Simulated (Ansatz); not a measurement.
Consider the formal exchange of groups at a C–S bond: `[SiH3]OCS[SiH3]` + `C=C` → `C=CCO[SiH3]` + `[SiH3]S`.

Calculated with Ansatz (gas phase, PBE0-D4/def2-TZVP geometries, no zero-point term in ΔE). CCSD(T)/CBS is the MP2 limit (def2-TZVPP, def2-QZVPP) plus CCSD(T) − MP2 in def2-TZVPP, frozen cores. This one scheme is used for every species. Functionals use def2-TZVPP. Each species was taken in one conformer, which may not be the lowest.

| level | ΔE (kcal/mol) |
| --- | --- |
| CAM-B3LYP-D4 | -5.4 |
| ωB97M-V | -4.9 |
| BLYP | -5.5 |
| CAM-B3LYP | -6.5 |
| CCSD/def2-SVP | -6.9 |
| CCSD(T)/def2-SVP | -6.5 |
| HF/def2-QZVPP | -7.6 |
| SCS-MP2/def2-QZVPP | -5.2 |

(1) What does CCSD(T)/CBS give? (Estimate.)

Largest T1 diagnostic among the species: 0.012.

Answers

(1) Ansatz gave: -4.9 kcal/mol. The listed levels differ from it by -0.5, 0.0, -0.6, -1.6, -2.0, -1.6, -2.7, -0.3 kcal/mol.

In def2-TZVPP, CCSD(T) changes the Hartree–Fock value by +2.1 kcal/mol (the triples alone add +0.7 kcal/mol) and MP2 by +2.4 kcal/mol. Leaving LDA and LC-ωPBE aside and taking each functional with its dispersion term where it has one, the values, not all of them listed here, spread over 2.4 kcal/mol, from PBE-QIDH to revPBE-D4.
